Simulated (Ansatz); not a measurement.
Program: Ansatz. Geometries: PBE0-D4/def2-TZVP. ΔE: electronic, gas phase. CCSD(T)/CBS is the MP2 limit (def2-TZVPP, def2-QZVPP) plus CCSD(T) − MP2 in def2-TZVPP, frozen cores. Functionals use def2-TZVPP. For Ga outer-core shells are correlated without core-valence functions, which leaves a few kJ/mol of doubt a bond. Scalar relativity is left out up to krypton.

`C#[C][Ga]([F])[Cl]` + `FC(F)(F)C1=CC(C(F)(F)F)=[O+][Al-]([Cl])([Cl])[O]1` → `FC(F)(F)C1=CC(C(F)(F)F)=[O+][Ga-]([F])([Cl])[O]1` + `C#[C][Al]([Cl])[Cl]`  (redistribution)

Problem. Is it downhill or uphill in electronic energy at CCSD(T)/CBS, and by how much? (Estimate.)

Solution. The calculation gave: Uphill: ΔE = +18.8 kcal/mol.

Problem. What do these levels give: PBE-D4, revPBE-D4, PBE0-D4, r2SCANh-D4, CAM-B3LYP-D4, ωB97X-V, PBE, LC-ωPBE, MP2/def2-SVP, CCSD(T)/def2-SVP, HF/def2-QZVPP, SCS-MP2/def2-QZVPP? (Estimate.)

Solution. Computed: PBE-D4 18.5, revPBE-D4 18.3, PBE0-D4 18.9, r2SCANh-D4 18.7, CAM-B3LYP-D4 19.4, ωB97X-V 18.8, PBE 18.4, LC-ωPBE 19.5, MP2/def2-SVP 17.1, CCSD(T)/def2-SVP 16.6, HF/def2-QZVPP 18.7, SCS-MP2/def2-QZVPP 18.7 kcal/mol.

Largest T1 diagnostic among the species: 0.015.

At CCSD(T), def2-SVP lies −2.2 kcal/mol from the extrapolated value and def2-TZVPP −1.3 kcal/mol. Leaving LDA and LC-ωPBE aside and taking each functional with its dispersion term where it has one, the values spread over 1.1 kcal/mol, from revPBE-D4 to CAM-B3LYP-D4. LDA lies +0.9 kcal/mol from PBE without D4.
